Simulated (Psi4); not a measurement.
C2H2F2, charge -1, doublet, at a GFN2-xTB geometry (a state made from the parent by changing its charge; the spin is typed, not shown lowest) (a gas-phase anion, which may not be bound at this level), atoms displaced at random by about 0.03 Å a coordinate; PBE/STO-3G, gradient in Psi4 1.11.

Input for Psi4:
```
memory 2 GB

molecule mol {
-1 2
C     1.386106   -0.186296   -0.297246
C     0.081316   -0.055139    0.347617
F    -0.885109   -1.015938   -0.000383
F    -0.545785    1.290024   -0.042583
H     2.073355    0.614803   -0.044273
H     1.814356   -1.088099   -0.037795
symmetry c1
no_reorient
no_com
}

set {
  basis sto-3g
  reference uks
}

gradient('pbe')
print_variables()
```

The log (banner, timings and long lists left out):

```
gradient() will perform analytic gradient computation.

   => Loading Basis Set <=

    Name: STO-3G
    Role: ORBITAL
    Keyword: BASIS

         ---------------------------------------------------------
                                   SCF
               by Justin Turney, Rob Parrish, Andy Simmonett
                          and Daniel G. A. Smith
                              UKS Reference
         ---------------------------------------------------------

  ==> Geometry <==

    Molecular point group: c1
    Full point group: C1

    Geometry (in Angstrom), charge = -1, multiplicity = 2:

       Center              X                  Y                   Z               Mass
    ------------   -----------------  -----------------  -----------------  -----------------
         C            1.386106000000    -0.186296000000    -0.297246000000    12.000000000000
         C            0.081316000000    -0.055139000000     0.347617000000    12.000000000000
         F           -0.885109000000    -1.015938000000    -0.000383000000    18.998403162730
         F           -0.545785000000     1.290024000000    -0.042583000000    18.998403162730
         H            2.073355000000     0.614803000000    -0.044273000000     1.007825032230
         H            1.814356000000    -1.088099000000    -0.037795000000     1.007825032230

  Running in c1 symmetry.

  Rotational constants: A =      0.31297  B =      0.30414  C =      0.16060 [cm^-1]
  Rotational constants: A =   9382.69923  B =   9117.86602  C =   4814.66329 [MHz]
  Nuclear repulsion =  109.476644629415446

  Charge       = -1
  Multiplicity = 2
  Electrons    = 33
  Nalpha       = 17
  Nbeta        = 16

  ==> Algorithm <==

  SCF Algorithm Type is DF.
  DIIS enabled.
  MOM disabled.
  Fractional occupation disabled.
  Guess Type is SAD.
  Energy threshold   = 1.00e-08
  Density threshold  = 1.00e-08
  Integral threshold = 1.00e-12

  ==> Primary Basis <==

  Basis Set: STO-3G
    Blend: STO-3G
    Number of shells: 14
    Number of basis functions: 22
    Number of Cartesian functions: 22
    Spherical Harmonics?: true
    Max angular momentum: 1

  ==> DFT Potential <==

   => LibXC <=

    Version 7.1.2
    S. Lehtola, C. Steigemann, M. J. T. Oliveira, and M. A. L. Marques,  SoftwareX 7, 1–5 (2018) (10.1016/j.softx.2017.11.002)

   => Composite Functional: PBE <=

    PBE GGA Exchange-Correlation Functional

    J.P. Perdew et. al., Phys. Rev. Lett., 77(18), 3865-3868, 1996

    Deriv               =              1
    GGA                 =           TRUE
    Meta                =          FALSE

    Exchange Hybrid     =          FALSE
    MP2 Hybrid          =          FALSE

   => Exchange Functionals <=

    1.0000     XC_GGA_X_PBE

   => Correlation Functionals <=

    1.0000     XC_GGA_C_PBE

   => LibXC Density Thresholds  <==

    XC_GGA_C_PBE:  1.00E-12
    XC_GGA_X_PBE:  1.00E-15

   => Molecular Quadrature <=

    Radial Scheme          =       TREUTLER
    Pruning Scheme         =           NONE
    Nuclear Scheme         =       TREUTLER

    Blocking Scheme        =         OCTREE
    BS radius alpha        =              1
    Pruning alpha          =              1
    Radial Points          =             75
    Spherical Points       =            302
    Total Points           =         128880
    Total Blocks           =           1030
    Max Points             =            256
    Max Functions          =             21
    Weights Tolerance      =       1.00E-15

   => Loading Basis Set <=

    Name: (STO-3G AUX)
    Role: JKFIT
    Keyword: DF_BASIS_SCF

  ==> Integral Setup <==

  SCF_SUBTYPE=INCORE selected. In-core MEM_DF algorithm will be used.
  Using in-core AOs.

  ==> MemDFJK: Density-Fitted J/K Matrices <==

    J tasked:                   Yes
    K tasked:                    No
    wK tasked:                   No
    Algorithm:                 Core
    Schwarz Cutoff:           1E-12
    Mask sparsity (%):       1.2397
[...]
  @DF-UKS Final Energy:  -272.69912189496404
    Total Energy =                       -272.6991218949640370
[...]
                       Andy Simmonett, and Alex Sokolov
         ------------------------------------------------------------

  ==> Geometry <==

    Molecular point group: c1
    Full point group: C1

    Geometry (in Angstrom), charge = -1, multiplicity = 2:

       Center              X                  Y                   Z               Mass
    ------------   -----------------  -----------------  -----------------  -----------------
         C            1.386106000000    -0.186296000000    -0.297246000000    12.000000000000
         C            0.081316000000    -0.055139000000     0.347617000000    12.000000000000
         F           -0.885109000000    -1.015938000000    -0.000383000000    18.998403162730
         F           -0.545785000000     1.290024000000    -0.042583000000    18.998403162730
         H            2.073355000000     0.614803000000    -0.044273000000     1.007825032230
         H            1.814356000000    -1.088099000000    -0.037795000000     1.007825032230

  Nuclear repulsion =  109.476644629415446

  ==> Basis Set <==

  Basis Set: STO-3G
    Blend: STO-3G
    Number of shells: 14
    Number of basis functions: 22
    Number of Cartesian functions: 22
    Spherical Harmonics?: true
    Max angular momentum: 1

  ==> DFJKGrad: Density-Fitted SCF Gradients <==

    Gradient:                    1
    J tasked:                  Yes
    K tasked:                   No
    wK tasked:                  No
    Integrals threads:           1
    Schwarz Cutoff:          1E-12
    Fitting Condition:       1E-10

   => Auxiliary Basis Set <=

  Basis Set: (STO-3G AUX)
    Blend: DEF2-UNIVERSAL-JKFIT
    Number of shells: 112
    Number of basis functions: 340
    Number of Cartesian functions: 404
    Spherical Harmonics?: true
    Max angular momentum: 4

  ==> DFT Potential <==

   => LibXC <=

    Version 7.1.2
    S. Lehtola, C. Steigemann, M. J. T. Oliveira, and M. A. L. Marques,  SoftwareX 7, 1–5 (2018) (10.1016/j.softx.2017.11.002)

   => Composite Functional: PBE <=

    PBE GGA Exchange-Correlation Functional

    J.P. Perdew et. al., Phys. Rev. Lett., 77(18), 3865-3868, 1996

    Deriv               =              1
    GGA                 =           TRUE
    Meta                =          FALSE

    Exchange Hybrid     =          FALSE
    MP2 Hybrid          =          FALSE

   => Exchange Functionals <=

    1.0000     XC_GGA_X_PBE

   => Correlation Functionals <=

    1.0000     XC_GGA_C_PBE

   => LibXC Density Thresholds  <==

    XC_GGA_C_PBE:  1.00E-12
    XC_GGA_X_PBE:  1.00E-15

   => Molecular Quadrature <=

    Radial Scheme          =       TREUTLER
    Pruning Scheme         =           NONE
    Nuclear Scheme         =       TREUTLER

    Blocking Scheme        =         OCTREE
    BS radius alpha        =              1
    Pruning alpha          =              1
    Radial Points          =             75
    Spherical Points       =            302
    Total Points           =         128880
    Total Blocks           =           1030
    Max Points             =            256
    Max Functions          =             21
    Weights Tolerance      =       1.00E-15

  -Total Gradient:
     Atom            X                  Y                   Z
    ------   -----------------  -----------------  -----------------
       1        0.019754974617    -0.030823656836     0.029258276878
       2        0.016235542210    -0.065274068072    -0.008589909839
       3        0.014574714402     0.019188053382     0.008654551669
       4       -0.009651899610     0.030821267289    -0.010495157185
       5       -0.008337212182    -0.014294937277    -0.005710085803
       6       -0.032661286423     0.060577336927    -0.013302255321

  Variable Map:
  ----------------------------------------------------------------------------
[...]
  Array Variable Map:
  ----------------------------------------------------------------------------
[...]
[...]
```
